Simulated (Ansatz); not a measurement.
Reaction (redistribution): `N[Si](F)(F)Br` + `C[NH][SnH]([F])[Cl]` → `CN[Si](N)(F)F` + `[F][SnH]([Cl])[Br]`

Computed with Ansatz on PBE0-D4/def2-TZVP structures; ΔE is electronic, products minus reactants. CBS: MP2 limit from def2 TZ/QZ plus the TZ coupled-cluster correction, frozen cores. Functionals use def2-TZVPP. B3LYP here is the variant with VWN-RPA as its local correlation; programs differ in this. def2 core potentials past Kr. For Br, Sn outer-core shells are correlated without core-valence functions, which leaves a few kJ/mol of doubt a bond. Scalar relativity is left out up to krypton. One conformer a species, not always the lowest.

```json
{"level": "PBE-D4", "ΔE (kcal/mol)": "-18.4"}
{"level": "B3LYP-D4", "ΔE (kcal/mol)": "-20.5"}
{"level": "B2PLYP", "ΔE (kcal/mol)": "-19.8"}
{"level": "PBE", "ΔE (kcal/mol)": "-18.6"}
{"level": "HF/def2-TZVPP", "ΔE (kcal/mol)": "-23.5"}
{"level": "CCSD/def2-TZVPP", "ΔE (kcal/mol)": "-19.2"}
{"level": "HF/def2-QZVPP", "ΔE (kcal/mol)": "-23.7"}
{"level": "MP2/CBS(def2)", "ΔE (kcal/mol)": "-18.1"}
```

**Question.** What does CCSD(T)/CBS give? (An estimate is asked.)

**Answer.** Computed: -18.9 kcal/mol. The listed levels differ from it by 0.5, -1.6, -0.9, 0.3, -4.6, -0.3, -4.8, 0.8 kcal/mol.

Largest T1 diagnostic among the species: 0.013.

In def2-TZVPP, CCSD(T) changes the Hartree–Fock value by +5.1 kcal/mol (the triples alone add +0.8 kcal/mol) and MP2 by +5.9 kcal/mol. From PBE to PBE0 (25 % exact exchange), in def2-TZVPP and without D4, ΔE moves by −1.4 kcal/mol.

CCSD(T)/CBS has its own doubt, a few kJ/mol and more with outer-core shells, so smaller differences from it don't rank the levels.
